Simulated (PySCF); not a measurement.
## A thermochemical cycle for BeSi

PBE in PySCF with def2-SVPD on every atom, for the lowest determinant that a PBE0 search found; no spin–orbit coupling. BeSi, a triplet (π ↑↑), has De = 1.86 eV to neutral atoms, and BeSi⁺, a doublet (π ↑), has De = 2.34 eV to Be + Si⁺.

At the same level the Si atom ionises at 8.18 eV.

Problem. What is the adiabatic ionisation energy of the molecule, and does ionisation strengthen or weaken the bond?

Solution. IE = IE(Si) + De(neutral) − De(ion) = 8.18 + 1.86 − 2.34 = 7.70 eV. De changes by +0.48 eV, so ionisation strengthens the bond.

For an ion De counts to the pair picked by the measured ionisation energies or electron affinities, which need not be the lowest pair at this level. States were picked by a PBE0 search and need not be the measured ground states.
